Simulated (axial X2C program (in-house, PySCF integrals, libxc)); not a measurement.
# HgC⁺: cheaper levels and CCSD(T), 2c

Calculated with an axial X2C code built on PySCF integrals. Two-component (2c) means X2C with spin–orbit coupling and atomic mean-field two-electron Coulomb and Gaunt terms. Basis: Hg dyall-cv3z [13s14p9d6f4g], C dyall-v3z [7s6p2d1f] (cores contracted in-house); Gaussian nuclei, density fitting, unrestricted open shells. Masses: Hg 201.971 u, C 12.000 u.

State: Ω = 1/2 (⟨Sz⟩ = -0.50, ⟨Lz⟩ = 1.00 at HF); fragments Hg+ + C.

| level | Re (Å) | ωe (cm⁻¹) | De (eV) |
| --- | --- | --- | --- |
| PBE0 | 2.117 | 433.4 | 2.01 |
| HF | 2.241 | 397.6 | -0.069 |
| CCSD | 2.172 | 418.0 | 1.79 |
| PBE50 | 2.146 | 408.3 | 1.57 |

Correlated methods: 15 electrons correlated (number of frozen shells: Hg 5 s, 4 p, 2 d, 1 f; C 1 s), 265 virtual spin orbitals or spinors in MP2, 90 natural virtuals in coupled cluster.

CCSD(T), same Hamiltonian and basis:

Re = 2.169 Å, ωe = 415.3 cm⁻¹; T1 = 0.032 (Lee–Taylor normalisation).

(1) Give the differences from CCSD(T) in the columns below.

The state is a single determinant with fixed occupations, the lowest that a limited PBE0 search found. Dissociation energies refer to the lowest single-determinant-based atoms at the same level and basis. De is not given where an atomic determinant may have missed its ground term or J level, or where the truncated virtual space spoils (T). Density functionals use the spin component along the axis (collinear). Coupled cluster ran in a truncated set of natural virtual spinors; the MP2 energy of the rest was added. (T) has no such correction and the atoms are truncated less, which lowers De at CCSD(T) by a hundredth of an eV or more. In 2c an atomic determinant is not the ground J level, so De misses part of the atomic spin–orbit lowering. This holds for PBE0, CCSD, PBE50. The functionals have no current-density term, which raises determinants with orbital currents, atoms included. The determinant is spin-polarised beyond a pure state at some levels (its spin-free form has ⟨S²⟩ too high), which makes Re and μ there less reliable.

Answers

(1) 

| level | ΔRe (Å) | Δωe (cm⁻¹) |
| --- | --- | --- |
| PBE0 | -0.052 | 18 |
| HF | 0.072 | -18 |
| CCSD | 0.003 | 3 |
| PBE50 | -0.023 | -7 |
